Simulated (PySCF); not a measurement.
As³⁺ (arsenic, charge +3) across methods

[Ar] 3d10 4s2, closed-shell 1S. Computed with PySCF 2.14 in def2-TZVPPD, with the non-relativistic Hamiltonian (point nucleus). The B2PLYP total includes its PT2 part (frozen core); its orbital energies are those of the SCF part.

```
method  E (hartree)  mean ε 3p (eV)  mean ε 3d (eV)  mean ε 4s (eV)  Σ⟨r²⟩ (bohr²)   ⟨S²⟩
  PBE0    -2233.459         -174.12         -80.444         -44.897          16.61  0.000
   UHF  -2232.17918         -194.52         -92.034         -47.378          16.74  0.000
  BLYP    -2233.800         -166.65         -76.075         -43.859          16.63  0.000
B2PLYP    -2233.338         -181.71         -84.803         -45.992          16.67  0.000
  MN15    -2234.046         -170.54         -81.533         -45.488          16.75  0.000
r2SCAN    -2233.701         -170.41         -77.075         -44.042          16.59  0.000
   LDA    -2230.423         -166.73         -76.564         -44.175          16.57  0.000
 TPSSh    -2233.676         -170.54         -77.875         -44.145          16.61  0.000
   PBE    -2233.395         -166.85         -76.164         -43.753          16.61  0.000
```
